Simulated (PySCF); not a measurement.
Spectrum to structure. Method: PySCF 2.14.0, density-fitted response routines, TDDFT B3LYP/def2-SVPD, vertical, gas phase, core orbitals frozen in the response. Geometries: GFN2-xTB, one conformer each.

| state | E (eV) | f |
| --- | --- | --- |
| S1 | 6.87 | 0.0080 |
| S2 | 7.42 | 0.0029 |
| S3 | 7.67 | 0.0015 |
| S4 | 7.99 | 0.0067 |
| S5 | 8.10 | 0.0034 |
| S6 | 8.24 | 0.0056 |
| S7 | 8.37 | 0.0067 |
| S8 | 8.51 | 0.0021 |

Triplets computed (Tamm–Dancoff): 6.78, 7.33, 7.61 eV.

Task: Which candidate is it? All have the formula C6H9FO.
A. `F[C@@H]1C[C@H]2CC[C@@H]1O2`
B. `C(F)[C@@H]1CCC(C1)=O`
C. `FC[C@@H]1C=COCC1`
D. `C=C1C[C@@H](O)[C@H](F)C1`

Result: A. Its S1, at 6.87 eV, is the highest among the candidates; the nearest of the others has S1 at 6.53 eV. S1 is HOMO→LUMO (99%). Löwdin shares by element: HOMO oxygen 58%, carbon 19% or more (atoms not listed hold the other 23%); LUMO carbon 30% or more, hydrogen 9% or more (atoms not listed hold the other 61%). At the same level the other candidates give, for their lowest levels:
- `O=C1CC[C@@H](CF)C1`: 4.22 eV (f 0.000); 6.38 eV (f 0.011); 6.97 eV (f 0.005); 7.20 eV (f 0.004); 7.21 eV (f 0.008); T1 3.71 eV; HOMO -7.05, LUMO -1.06 eV
- `FC[C@@H]1C=COCC1`: 5.76 eV (f 0.047); 6.37 eV (f 0.059); 6.54 eV (f 0.000); 6.60 eV (f 0.039); 7.02 eV (f 0.044); T1 4.33 eV; HOMO -6.38, LUMO 0.09 eV
- `C=C1C[C@@H](O)[C@H](F)C1`: 6.53 eV (f 0.191); 6.65 eV (f 0.027); 6.66 eV (f 0.004); 6.88 eV (f 0.004); 7.04 eV (f 0.006); T1 4.20 eV; HOMO -7.10, LUMO -0.35 eV
